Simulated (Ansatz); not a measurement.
The inner images of a band of BFH3NO + BrH (9 atoms, charge 0, multiplicity 1) are given out of order.

All numbers below come from RKS PBE-D4/def2-SVP (Ansatz 0.2.0).

Image 0:

```xyz
9
Properties=species:S:1:pos:R:3
B 0.136 -0.448 0.196
N 0.192 -0.023 1.593
H -0.623 -0.219 2.181
H 1.061 -0.215 2.102
F 1.241 -0.986 -0.341
O -0.949 -0.264 -0.592
H -1.584 0.381 -0.216
Br -1.357 2.679 1.093
H -0.368 1.582 1.427
```

Image 6:

```xyz
9
Properties=species:S:1:pos:R:3
B -0.166 0.332 0.242
N 0.004 0.095 1.858
H -0.110 -0.904 2.091
H 0.931 0.419 2.167
F 0.938 -0.257 -0.349
O -1.433 -0.204 -0.042
H -1.676 -0.037 -0.969
Br -0.028 2.400 0.093
H -0.712 0.643 2.355
```

Task: Put them in order from the first end to the last, with their energies above the first end.
A.
```xyz
9
Properties=species:S:1:pos:R:3
B -0.022 0.100 0.165
N 0.024 0.090 1.803
H -0.605 -0.598 2.240
H 0.978 0.003 2.182
F 1.201 -0.277 -0.286
O -1.140 -0.477 -0.399
H -1.834 0.208 -0.392
Br -0.530 2.367 0.187
H -0.323 1.071 1.944
```
B.
```xyz
9
Properties=species:S:1:pos:R:3
B 0.086 -0.355 0.213
N 0.108 -0.065 1.652
H -0.644 -0.451 2.230
H 1.014 -0.132 2.128
F 1.261 -0.604 -0.378
O -1.043 -0.334 -0.531
H -1.722 0.272 -0.171
Br -0.961 2.714 0.830
H -0.351 1.441 1.472
```
C.
```xyz
9
Properties=species:S:1:pos:R:3
B -0.090 0.286 0.182
N 0.032 0.074 1.840
H -0.518 -0.748 2.131
H 1.009 -0.033 2.146
F 1.135 -0.109 -0.306
O -1.210 -0.433 -0.257
H -1.870 0.173 -0.632
Br -0.378 2.353 0.073
H -0.362 0.925 2.268
```
D.
```xyz
9
Properties=species:S:1:pos:R:3
B 0.013 -0.150 0.178
N 0.067 0.047 1.728
H -0.571 -0.574 2.248
H 1.017 -0.006 2.122
F 1.200 -0.421 -0.362
O -1.154 -0.405 -0.447
H -1.783 0.324 -0.235
Br -0.746 2.556 0.489
H -0.295 1.115 1.725
```
E.
```xyz
9
Properties=species:S:1:pos:R:3
B -0.139 0.305 0.235
N 0.004 0.128 1.868
H -0.415 -0.771 2.153
H 0.991 0.155 2.159
F 1.024 -0.221 -0.302
O -1.355 -0.333 -0.062
H -1.694 -0.045 -0.926
Br -0.172 2.367 -0.008
H -0.497 0.901 2.328
```

Result: B (+1.9 kcal/mol), D (+7.9 kcal/mol), A (+0.6 kcal/mol), C (-6.5 kcal/mol), E (-8.0 kcal/mol).

Time of the run: 5.3 min on 2 threads of Arm Neoverse V2 (shared host), peak memory 0.16 GiB.
